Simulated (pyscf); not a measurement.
Single points on ωB97X-D3(BJ)/def2-SVP structures (PySCF, gas phase).

SMILES: [OH][Ti]([OH])([OH])[O]C(C)=C
```xyz
16

C     -2.6630     0.0062    -0.3239
C     -1.3502     0.1037    -0.0838
C     -0.7253     0.6705     1.1614
O     -0.4394    -0.3242    -0.9958
Ti     1.3377    -0.4352    -1.2239
O      2.0352    -1.4164     0.0964
O      2.0394     1.2039    -1.0982
O      1.6332    -1.1640    -2.8194
H     -3.3871     0.3530     0.4156
H     -3.0263    -0.4212    -1.2614
H     -0.0719     1.5179     0.8951
H     -1.4832     1.0090     1.8806
H     -0.0879    -0.0935     1.6368
H      2.2340    -2.3568     0.1409
H      2.2014     1.8663    -1.7773
H      1.0490    -1.4791    -3.5159
```

Problem. What is the homolytic dissociation enthalpy (298 K, ωB97M-D3(BJ)/def2-TZVP) of the O–Ti bond of H₂C=C(CH₃)–O–Ti(OH)(OH)–OH, to •H₂C–C(CH₃)=O + [HO–Ti(OH)–OH]•?

Solution. O–Ti to •H₂C–C(CH₃)=O + [HO–Ti(OH)–OH]•: 2.88 eV. The 7 functionals that were run give +2.76 (M06-2X) to +3.21 eV (PBE). The radicals are drawn with the spin at the cut bond; how far it spreads was not checked. Other isomers of •H₂C–C(CH₃)=O, [HO–Ti(OH)–OH]• were not searched in full and may lie lower. Open-shell species with a d-block atom are single-reference here; other states, and whether the spin sits on metal or ligand, were not checked.
